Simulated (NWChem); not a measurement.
# C$_{2}$H$_{4}$FNOSi; SMILES C1[Si@@H](F)OCN=1

```xyz
10

F      0.0960     1.9897    -0.6523
Si     0.0483     0.7907     0.4625
C      1.2987    -0.5854     0.1116
N      0.6857    -1.6580    -0.2640
C     -0.7556    -1.5328    -0.2570
O     -1.2296    -0.2687     0.1975
H     -0.0594     1.4788     1.7807
H      2.4051    -0.5920     0.1361
H     -1.1216    -1.7306    -1.2909
H     -1.1681    -2.3328     0.3986
```
Atoms are numbered in this order, from 1.

Level: PBE-D3(BJ)/def2-SVP (NWChem), optimised geometry, unscaled harmonic frequencies. 

```
frequency (cm⁻¹)  IR intensity (km/mol)
----------------  ---------------------
134                                 1.3
211                                 5.0
313                                27.4
425                                 1.9
505                                37.8
647                                29.5
662                                 5.2
764                                43.8
814                                15.6
837                                46.4
841                                 8.0
916                               182.2
951                                52.4
1023                               82.3
1033                              119.8
1194                                1.2
1257                                5.3
1298                                3.4
1394                                9.6
1597                                2.3
2234                              118.2
2957                               25.6
3001                                9.2
3069                               11.0
```

- zero-point energy = 40.1 kcal/mol
- thermal correction to the enthalpy at 298.15 K (with zero-point energy) = 44.3 kcal/mol
- heat capacity Cv = 20.7 cal/(mol K)
- entropy at 298.15 K and 1 atm (symmetry number 1) = 76.4 cal/(mol K)
- dipole moment = 1.11 D

Rigid rotor and harmonic oscillator.
